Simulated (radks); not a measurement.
Charge is removed step by step from the 3s down level of Se16+, starting from [Ne] 3s(up 1, down 1) 3p6. Calculated with a radial shooting solver on a logarithmic mesh with Libxc functionals: scalar-relativistic Kohn-Sham, SCAN, spin-polarised, spherical densities, finite nucleus; meta-GGA in the generalised Kohn-Sham scheme; Fermi nuclear charge, rms radius 4.14 fm.

| removed (e) | E - E(0) (eV) | eigenvalue (eV) |
|---|---|---|
| 0 | 0.000 | -698.24 |
| 0.25 | 175.83 | -708.64 |
| 0.5 | 354.22 | -719.01 |
| 0.75 | 535.23 | -729.33 |

The mean slope of the eigenvalue, de/dn, is 41.5 eV per electron.
